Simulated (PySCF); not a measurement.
# As: electron affinity

As⁻ [Ar] 3d10 4s2 4p4 (3P) → As [Ar] 3d10 4s2 4p3 (4S), as a difference of total energies. Calculation: PySCF 2.14, in aug-cc-pVQZ-PP with one added diffuse shell each of s, p, d, f, g type with ECP10MDF (8s7p6d4f3g, 114 functions); a scalar-relativistic core potential. Correlated levels: valence: 3s2 3p6 3d10 frozen. The calculations carry no spin-orbit coupling.

| method | electron affinity (eV) | difference from reference (eV) |
| --- | --- | --- |
| UHF | -0.291 | -1.095 |
| LDA | 1.071 | +0.267 |
| PBE | 0.871 | +0.067 |
| PBE0 | 0.758 | -0.046 |
| r2SCAN | 0.813 | +0.009 |
| BLYP | 0.935 | +0.131 |
| M06 | 0.725 | -0.079 |
| PBEsol | 0.843 | +0.039 |
| MP2 (valence) | 0.538 | -0.266 |
| SCS-MP2 (valence) | 0.613 | -0.191 |

Reference: 0.804 eV (measured; photodetachment measurements, as compiled on the Wikipedia data page of electron affinities).

The reference lies between the lowest fine-structure levels, while these numbers refer to the centres of the terms.

Errors of the correlated levels include the incompleteness of this basis and the frozen core.

A negative affinity means that the anion lies above the atom at that level of theory.

In the anion the highest occupied orbital energy is positive at LDA, PBE, PBE0, r2SCAN, BLYP, M06, PBEsol, a self-interaction effect; the basis confines that electron, and the energy difference can still be sensible.
